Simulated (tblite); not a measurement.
Species: C5H9O3 (doublet state).
Geometry (GFN2-xTB, Å), atoms numbered from 1 in this order:
```
atom  x, y, z in Å
C1    -1.4373   -1.2445   -1.0058
C2    -1.0676   -0.9128    0.3718
O3    -1.8904    0.0949    0.9434
C4    -1.1365    1.2662    0.9828
O5     0.1844    0.8712    1.2491
C6     0.3851   -0.2968    0.5046
O7     0.8831   -0.0581   -0.7714
C8     2.2153    0.4152   -0.7769
H9    -1.9418   -0.5197   -1.6106
H10   -1.1322   -2.1785   -1.4300
H11   -1.1287   -1.7978    1.0198
H12   -1.1877    1.8046    0.0183
H13   -1.4907    1.9030    1.7961
H14    1.0749   -0.9354    1.0779
H15    2.2985    1.3599   -0.2328
H16    2.8882   -0.3216   -0.3241
H17    2.4764    0.5624   -1.8220
```

Method: GFN2-xTB as coded in tblite; computed harmonic values from a numerical Hessian at the method's own geometry, unscaled. Errors from tens to a few hundred cm⁻¹ against measured bands are possible. One conformer, not necessarily the lowest. Open shells enter through the occupations alone, without spin polarisation, and single modes of such species can be off by tens of per cent.

Harmonic wavenumbers (cm⁻¹): 53.5, 104.8, 163.1, 180.9, 181.5, 221.9, 301.9, 402.1, 457.2, 506.7, 549.8, 710.1, 762.0, 864.2, 888.4, 949.4, 993.3, 1012.4, 1042.7, 1067.9, 1094.1, 1112.7, 1132.0, 1136.3, 1157.4, 1173.8, 1198.1, 1236.5, 1286.1, 1305.4, 1325.3, 1370.2, 1392.8, 1458.0, 1469.2, 1480.5, 2807.3, 2859.0, 2873.4, 2920.8, 2956.3, 2984.1, 3034.7, 3154.6, 3208.6.

A = 3301, B = 1942, C = 1405 MHz; mass 117.055 u (most abundant isotopes); point group C1, symmetry number 1; spin multiplicity 2.

Zero-point energy?

Half the sum of the wavenumbers: 29270 cm⁻¹ = 83.69 kcal/mol.

What is S at 200 K and 1 bar for an ideal gas of classical rigid rotors and harmonic oscillators?

Translation 38.23, rotation 26.78, vibration 15.02, spin (R ln 2) 1.38: S = 81.4 cal/(mol K).

And Cp and H(200 K) − H(0)?

Cp = 24.84 cal/(mol K), of which vibrations give 16.89 (their classical limit is 45 R = 89.4); H(200 K) − H(0) = 3.29 kcal/mol without the zero-point energy, 1.70 from vibrations.

What must be added to the electronic energy to get the Gibbs energy at 200 K and 1 bar?

ZPE + [H(200 K) − H(0)] − T·S = 83.69 + 3.29 − 16.28 = 70.70 kcal/mol.

How do the functions run with temperature in this model?

```tsv
T (K)	S (cal/(mol K))	Cp (cal/(mol K))	H − H(0) (kcal/mol)	G − H(0) (kcal/mol)	ln q(vib)
100	67.2	17.0	1.19	-5.53	1.19
300	93.1	33.6	6.20	-21.73	5.42
500	114.4	50.6	14.68	-42.51	9.71
800	142.1	66.9	32.53	-81.11	16.07
1000	157.8	73.8	46.64	-111.12	20.07
```

q(vib) and H(0) count from the zero-point level.

Hindered rotation and anharmonicity are outside this model. Other conformers, if any are populated, would add a mixing term that is left out. The structure is chiral; the term R ln 2 for an equal mix with its mirror image is left out.
